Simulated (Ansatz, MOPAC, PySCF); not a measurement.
Noncovalent pair: NH3 (SMILES N) (first 4 atoms) with CHN (SMILES C#N); geometry from B3LYP-D3(BJ)/def2-TZVP.
(charge 0, multiplicity 1):
```xyz
7

N     -0.3143     0.0262     0.0127
H     -1.1880     0.4366    -0.2992
H      0.4363     0.5891    -0.3731
H     -0.2471    -0.8937    -0.4094
C     -0.1560    -0.1174     3.1640
N     -0.0999    -0.1683     4.3091
H     -0.2095    -0.0691     2.0800
```

Monomers are frozen at their geometry in the pair; levels with a basis set take the counterpoise correction. Rows marked so take none.

Rows in 3-21G carry no dispersion term and start afresh at each structure. The state that PM7 reach isn't checked; PM7 holds dispersion and hydrogen-bond terms.

Programs: Ansatz (Gaussian orbitals); MOPAC for PM7 (differences of heats of formation); PySCF for 3-21G rows, the dispersion terms. 

Q: One of these levels gives -223.2 meV for the interaction energy. Which one is it?
(A) B3LYP/3-21G (no counterpoise)
(B) revPBE/def2-TZVPPD
(C) PM7
(D) revPBE-D4/def2-TZVPPD

A: B, revPBE/def2-TZVPPD. The others give -199.1 (PM7), -280.5 (revPBE-D4/def2-TZVPPD), -639.2 (B3LYP/3-21G (no counterpoise))

Ansatz is a program for electronic structure.
